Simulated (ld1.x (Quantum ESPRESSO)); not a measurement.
An all-electron radial function and its pseudo partner (helium (He))

Columns: radius, all-electron u(r) and pseudo u(r) of the 1s shell (level -26.72 eV) of helium in the configuration 1s1.5; PBE, scalar-relativistic, TM scheme, ld1.x (Quantum ESPRESSO) 7.5.

```json
{"r (bohr)": "0.030", "all-electron": "0.1463", "pseudo": "0.1212"}
{"r (bohr)": "0.060", "all-electron": "0.2753", "pseudo": "0.2398"}
{"r (bohr)": "0.090", "all-electron": "0.3888", "pseudo": "0.3534"}
{"r (bohr)": "0.120", "all-electron": "0.4881", "pseudo": "0.4597"}
{"r (bohr)": "0.150", "all-electron": "0.5746", "pseudo": "0.5565"}
{"r (bohr)": "0.180", "all-electron": "0.6495", "pseudo": "0.6423"}
{"r (bohr)": "0.210", "all-electron": "0.7139", "pseudo": "0.7161"}
{"r (bohr)": "0.240", "all-electron": "0.7690", "pseudo": "0.7778"}
{"r (bohr)": "0.270", "all-electron": "0.8156", "pseudo": "0.8277"}
{"r (bohr)": "0.300", "all-electron": "0.8546", "pseudo": "0.8671"}
{"r (bohr)": "0.330", "all-electron": "0.8868", "pseudo": "0.8976"}
{"r (bohr)": "0.360", "all-electron": "0.9128", "pseudo": "0.9207"}
{"r (bohr)": "0.390", "all-electron": "0.9334", "pseudo": "0.9383"}
{"r (bohr)": "0.420", "all-electron": "0.9490", "pseudo": "0.9515"}
{"r (bohr)": "0.450", "all-electron": "0.9603", "pseudo": "0.9612"}
{"r (bohr)": "0.480", "all-electron": "0.9676", "pseudo": "0.9678"}
{"r (bohr)": "0.510", "all-electron": "0.9715", "pseudo": "0.9715"}
{"r (bohr)": "0.540", "all-electron": "0.9722", "pseudo": "0.9722"}
{"r (bohr)": "0.570", "all-electron": "0.9702", "pseudo": "0.9702"}
{"r (bohr)": "0.600", "all-electron": "0.9658", "pseudo": "0.9658"}
{"r (bohr)": "0.630", "all-electron": "0.9592", "pseudo": "0.9592"}
{"r (bohr)": "0.660", "all-electron": "0.9508", "pseudo": "0.9508"}
{"r (bohr)": "0.690", "all-electron": "0.9407", "pseudo": "0.9407"}
{"r (bohr)": "0.720", "all-electron": "0.9292", "pseudo": "0.9292"}
{"r (bohr)": "0.750", "all-electron": "0.9164", "pseudo": "0.9164"}
{"r (bohr)": "0.780", "all-electron": "0.9025", "pseudo": "0.9025"}
```

Question: How many radial nodes do the two functions have?

Answer: The all-electron 1s function has n − l − 1 = 0; the pseudo-wave has 0.

Question: At about which radius was the pseudo-wave matched?

Answer: 0.55 bohr. The columns agree to 0.0005 from 0.48 bohr on; several derivatives are matched, so the curves merge somewhat inside the radius.

Question: Is the pseudo-wave norm-conserving?

Answer: Yes: the TM scheme keeps the norm inside the radius equal to the all-electron one, which fixes the energy derivative of the logarithmic derivative at the level.
